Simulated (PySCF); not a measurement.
Al(H)3 anion (AlH3), SMILES [AlH3] (connectivity only; charge and spin as stated), charge -1, multiplicity 2.

Coordinates come from a B3LYP-D3(BJ)/def2-TZVPD optimisation. The multiplicity is an assumed one; other spin states were not compared. The isomer is the one that the SMILES or the coordinates give; other isomers of the formula were not compared.

All values below come from PBE/def2-TZVPD run with PySCF.

 A positive occupied level means that this level leaves the electron formally unbound; only the finite basis holds it.

```
Item                                                                Value
------------------------------------------------  -----------------------
total energy                                           -244.06512 hartree
point group                                                           C3v
α spin, highest occupied and lowest empty level          1.71 and 3.56 eV
β spin, highest occupied and lowest empty level         -1.26 and 3.09 eV
dipole moment about the centre of nuclear charge                   0.57 D
mean static polarisability                          94.0 bohr³ (13.93 Å³)
polarisability, principal values                  83.3, 83.3, 115.3 bohr³
⟨S²⟩                                              0.752 (pure state 0.75)
```
